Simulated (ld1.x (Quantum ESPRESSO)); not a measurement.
# thallium: excitation energies, all-electron against TM

- Element: thallium
- Generator: ld1.x (Quantum ESPRESSO) 7.5
- Type: norm-conserving Troullier–Martins (Kleinman–Bylander form)
- Functional: PBE
- Relativity: scalar-relativistic
- Frozen core: [Xe] 4f14
- Valence charge: 13
- Reference configuration: 5d10 6s2 6p1
- Partial waves: 6p (bound): rc 2.85 bohr; 5d (bound): rc 1.60 bohr; 6s (bound): rc 1.95 bohr
- Local potential: the s channel
- Core correction: Bessel-smoothed model core inside 1.00 bohr

Energies are relative to the spin-unpolarised reference configuration 5d10 6s2 6p1; without spin polarisation the order of configurations can differ from experiment.

**Question.** Give the all-electron excitation energy and the error of the potential for: 5d10 6s2 6p0; 5d10 6s1 6p0; 5d10 6s0 6p0; 5d10 6s2 6p0.5; 5d10 6s1 6p1; 5d10 6s2 6p1.3; 5d9 6s0 6p0.

**Answer.**

```
valence configuration  charge  ΔE all-electron (eV)  error AE − PS (meV)
         5d10 6s2 6p0      +1                 5.167                 -4.8
         5d10 6s1 6p0      +2                25.947                  -28
         5d10 6s0 6p0      +3                56.087                  -91
       5d10 6s2 6p0.5    +0.5                 1.853                 -1.1
         5d10 6s1 6p1      +1                13.444                 -7.0
       5d10 6s2 6p1.3    -0.3                -0.494                 +0.2
          5d9 6s0 6p0      +4               107.876                 -210
```

Levels in the configuration 5d10 6s1 6p1:

```csv
level,all-electron (eV),pseudo (eV)
5d,-24.565,-24.542
6s,-17.557,-17.564
6p,-9.114,-9.118
```
